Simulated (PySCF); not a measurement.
B(Cl)(Br)(vinyl) (C₂H₃BBrCl), SMILES C(B(Br)Cl)=C.

The structure is a stationary point at PBE0-D3(BJ)/def2-SVP. This is a generated structure with no PubChem entry under its InChIKey; it may be hypothetical. One conformer was computed; it need not be the lowest.

All values below come from TDDFT-PBE/def2-SVPD run with PySCF.

Vertical excitations.  State labels are in the subgroup Cs.

Estimate the UV-visible absorptions. (An estimate is asked for; the answer gives what the named calculation found.)


| state | symmetry | energy (eV) | λ (nm) | f | main pairs |
|---|---|---|---|---|---|
| S1 | A" | 3.96 | 313 | 0.000 | HOMO→LUMO 100 % |
| S2 | A" | 4.56 | 272 | 0.000 | HOMO−2→LUMO 100 % |
| S3 | A' | 4.68 | 265 | 0.071 | HOMO−1→LUMO 69 %, HOMO−3→LUMO 29 % |
| S4 | A' | 5.44 | 228 | 0.277 | HOMO−3→LUMO 66 %, HOMO−1→LUMO 27 % |
| S5 | A" | 5.79 | 214 | 0.000 | HOMO−4→LUMO 99 % |
| S6 | A' | 6.51 | 190 | 0.003 | HOMO−5→LUMO 88 % |
| S7 | A" | 6.67 | 186 | 0.000 | HOMO−6→LUMO 99 % |
| S8 | A' | 6.88 | 180 | 0.078 | HOMO→LUMO+1 97 % |
| S9 | A" | 6.94 | 179 | 0.000 | HOMO→LUMO+2 100 % |
| S10 | A" | 6.96 | 178 | 0.001 | HOMO−1→LUMO+1 100 % |
| T1 | A' | 3.50 | 355 | 0 | HOMO−1→LUMO 88 % |
| T2 | A" | 3.85 | 322 | 0 | HOMO→LUMO 100 % |
| T3 | A' | 4.28 | 290 | 0 | HOMO−3→LUMO 89 % |
| T4 | A" | 4.31 | 288 | 0 | HOMO−2→LUMO 99 % |
Triplets are in the Tamm–Dancoff approximation, which puts them higher than full response would, so one can lie above its singlet here.
